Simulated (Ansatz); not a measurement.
`[CH3][V](=[O])([F])[Cl]` + `C#CF` → `[O]=[V]([F])([F])[Cl]` + `C#CC` at 600 K and 1 bar (formal exchange of groups at a V–C bond).

Isolated molecules relaxed with PBE0-D4/def2-TZVP in Ansatz; ΔE leaves out vibrations. CCSD(T)/CBS adds triple-zeta CCSD(T) − MP2 to the extrapolated MP2 energy (def2 sets, frozen cores). This one scheme is used for every species. For V outer-core shells are correlated without core-valence functions, which leaves a few kJ/mol of doubt a bond. Scalar relativity is left out up to krypton.

```tsv
species	CCSD(T)/CBS energy (Eh)	H − E (kJ/mol)	S (J/(mol·K))
`[CH3][V](=[O])([F])[Cl]`	-1618.18468	169.8	433.1
`C#CF`	-176.38388	82.8	269.3
`[O]=[V]([F])([F])[Cl]`	-1678.16404	71.9	391.9
`C#CC`	-116.49627	182.1	298.5
```

H − E and S are ideal-gas, rigid-rotor, harmonic terms from PBE0-D4/def2-TZVP, for one conformer and one mirror image of each species. 1 Eh = 2625.50 kJ/mol, R = 8.31446 J/(mol·K).

By hand: ΔE, ΔH, ΔS and ΔG.

ΔE = (-1678.16404) + (-116.49627) − (-1618.18468) − (-176.38388) = -0.09175 Eh = -240.9 kJ/mol. Δ(H − E) = 71.9 + 182.1 − 169.8 − 82.8 = 1.4, so ΔH = -239.5 kJ/mol. ΔS = 391.9 + 298.5 − 433.1 − 269.3 = -12.0 J/(mol·K). ΔG = -239.5 − 600 × (-12.0)/1000 = -232.3 kJ/mol.

By hand: the equilibrium constant, and the temperature at which ΔG would vanish if ΔH and ΔS stayed fixed.

log₁₀ K = −ΔG/(RT ln 10) = 20.2. ΔG = 0 at ΔH/ΔS = 19958 K, far beyond where these terms or the molecules hold.

The number of gas molecules stays the same, so ΔS is small and ΔH decides. A doubt of 5 kJ/mol in ΔE shifts log₁₀ K by 0.4 here. Other conformers and mirror images would add mixing entropy, several J/(mol·K) or more a flexible species. These are equilibria of isolated gas molecules and say nothing of rates. Largest T1 diagnostic: 0.032 (customary marks: 0.02 for closed shells, 0.045 for open ones).
